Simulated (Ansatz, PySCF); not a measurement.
Cl2GeH4OSi, SMILES Cl[SiH](Cl)[O][GeH3]. Atoms are numbered in the order given.

```xyz
9

Si     1.0377     0.0514    -0.7399
Cl     0.8364     2.0714    -0.3205
Cl     2.1751    -0.7905     0.7701
O     -0.4344    -0.6469    -0.7904
Ge    -1.8474    -0.6624     0.3342
H      1.7299    -0.1186    -2.0280
H     -2.8706     0.3385    -0.2252
H     -2.3717    -2.1052     0.3036
H     -1.3496    -0.2554     1.7322
```

The structure is a stationary point at B3LYP-D3(BJ)/def2-SVP. This is a generated structure with no PubChem entry under its InChIKey; it may be hypothetical. The values are those of a single conformer.

Two levels are set side by side: PBE-D3(BJ)/def2-SVP (Ansatz, a first-principles code) and B3LYP-D3(BJ)/def2-SVP (Ansatz). Each level has its own optimised geometry; the coordinates shown are those of the second. Frequencies come from the Hessian of PySCF at each geometry. Differences are taken from unrounded values.

```json
[
 {"quantity": "mean bond length (Å)", "B3LYP-D3(BJ)": "1.708"},
 {"quantity": "bond Si1–Cl2 (Å)", "B3LYP-D3(BJ)": "2.073"},
 {"quantity": "bond Si1–Cl3 (Å)", "B3LYP-D3(BJ)": "2.070"},
 {"quantity": "bond Si1–O4 (Å)", "B3LYP-D3(BJ)": "1.630"},
 {"quantity": "bond O4–Ge5 (Å)", "B3LYP-D3(BJ)": "1.806"},
 {"quantity": "bond Si1–H6 (Å)", "B3LYP-D3(BJ)": "1.472"},
 {"quantity": "bond Ge5–H7 (Å)", "B3LYP-D3(BJ)": "1.537"},
 {"quantity": "bond Ge5–H8 (Å)", "B3LYP-D3(BJ)": "1.535"},
 {"quantity": "bond Ge5–H9 (Å)", "B3LYP-D3(BJ)": "1.539"},
 {"quantity": "highest harmonic wavenumber (cm⁻¹)", "B3LYP-D3(BJ)": "2319"},
 {"quantity": "mean harmonic wavenumber (cm⁻¹)", "B3LYP-D3(BJ)": "853"},
 {"quantity": "zero-point energy (kcal/mol)", "B3LYP-D3(BJ)": "25.61"}
]
```

### Question
What does PBE-D3(BJ) give, and how far is it from B3LYP-D3(BJ)? (The exact figures need the calculation; the answer reports its results.)

### Answer

```tsv
quantity	PBE-D3(BJ)	PBE-D3(BJ) minus B3LYP-D3(BJ)
mean bond length (Å)	1.718	0.011
bond Si1–Cl2 (Å)	2.078	0.005
bond Si1–Cl3 (Å)	2.075	0.005
bond Si1–O4 (Å)	1.646	0.015
bond O4–Ge5 (Å)	1.821	0.015
bond Si1–H6 (Å)	1.487	0.015
bond Ge5–H7 (Å)	1.546	0.010
bond Ge5–H8 (Å)	1.545	0.009
bond Ge5–H9 (Å)	1.549	0.010
highest harmonic wavenumber (cm⁻¹)	2251	-68
mean harmonic wavenumber (cm⁻¹)	826	-27
zero-point energy (kcal/mol)	24.81	-0.80
```

Exact exchange shortens and stiffens bonds; PBE has none. Differences between two approximate levels are no errors against the true value.
